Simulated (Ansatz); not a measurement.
Start from `[SiH3][CH2][AlH][S][SiH3]` and change one atom or group to get `[F][AlH][CH2][SiH3]`.

Ansatz, PBE0-D4/def2-TZVP geometries, multiplicity 1. Each molecule was computed in one conformer, which needn't be the lowest.

```json
{"property": "size of the dipole moment (B3LYP/def2-TZVPP) / D", "`[SiH3][CH2][AlH][S][SiH3]`": "1.59"}
{"property": "HOMO energy (PBE0/def2-TZVPP) / eV", "`[SiH3][CH2][AlH][S][SiH3]`": "-7.71"}
{"property": "HOMO–LUMO gap (PBE/def2-TZVPP) / eV", "`[SiH3][CH2][AlH][S][SiH3]`": "4.56"}
{"property": "HOMO energy (PBE/def2-TZVPP) / eV", "`[SiH3][CH2][AlH][S][SiH3]`": "-6.57"}
{"property": "HOMO–LUMO gap (PBE0/def2-TZVPP) / eV", "`[SiH3][CH2][AlH][S][SiH3]`": "6.47"}
{"property": "LUMO energy (PBE/def2-TZVPP) / eV", "`[SiH3][CH2][AlH][S][SiH3]`": "-2.00"}
```

Problem. Give the same properties after the change, and the shifts. (An estimate is asked.)

Solution. Ansatz gave: 
| property | `[F][AlH][CH2][SiH3]` | shift |
| --- | --- | --- |
| size of the dipole moment (B3LYP/def2-TZVPP) / D | 1.79 | 0.20 |
| HOMO energy (PBE0/def2-TZVPP) / eV | -8.29 | -0.58 |
| HOMO–LUMO gap (PBE/def2-TZVPP) / eV | 5.21 | 0.65 |
| HOMO energy (PBE/def2-TZVPP) / eV | -7.03 | -0.46 |
| HOMO–LUMO gap (PBE0/def2-TZVPP) / eV | 7.25 | 0.78 |
| LUMO energy (PBE/def2-TZVPP) / eV | -1.82 | 0.18 |

With PBE0 the HOMO falls by 0.58 eV and the LUMO rises by 0.20 eV, so the gap widens by about 0.78 eV. PBE moves the HOMO by -0.46 eV and ωB97M-V by -0.61 eV. The zero-point energy changes by -66.9 kJ/mol with -12 modes. Dipoles are sizes alone; their direction can turn.

B3LYP here is the variant with VWN-RPA as its local correlation; programs differ in this.
